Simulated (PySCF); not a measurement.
# Finite-field polarisability of B (boron, neutral)

[He] 2s2 2p1, 2P determinant. Calculation: PySCF 2.14, in aug-cc-pVDZ-DK; scalar relativity by spin-free X2C-1e. Frozen: 1s2. Energy changes in a uniform field (μhartree):

```json
{"axis": "x", "F (au)": "0.0032", "HF": "-102.685", "MP2": "-89.615", "CCSD": "-91.979", "CCSD(T)": "-92.583"}
{"axis": "x", "F (au)": "0.0064", "HF": "-410.763", "MP2": "-359.031", "CCSD": "-368.057", "CCSD(T)": "-370.453"}
{"axis": "y", "F (au)": "0.0028", "HF": "-98.546", "MP2": "-96.670", "CCSD": "-95.336", "CCSD(T)": "-95.602"}
{"axis": "y", "F (au)": "0.0056", "HF": "-394.754", "MP2": "-387.325", "CCSD": "-382.108", "CCSD(T)": "-383.178"}
```

By symmetry the remaining axis equals x.

(1) Derive α along x at CCSD(T) from the two fields.

(2) And the mean polarisability at each level?

A double-zeta set is small for polarisabilities.

Results:

(1) With ΔE = −αF²/2 − γF⁴/24, α = −(16 ΔE(F) − ΔE(2F))/(6F²) = 18.08 bohr³.

(2) The components xx, yy, zz at CCSD(T) are 18.08, 24.37, 18.08, the third axis being equal by symmetry to one of the two computed. Means: HF 21.75, MP2 19.88, CCSD 20.08, CCSD(T) 20.18 bohr³. Reference: 20.5 ± 0.1 bohr³ (recommended; Schwerdtfeger and Nagle, table of static dipole polarizabilities (2023 update)).
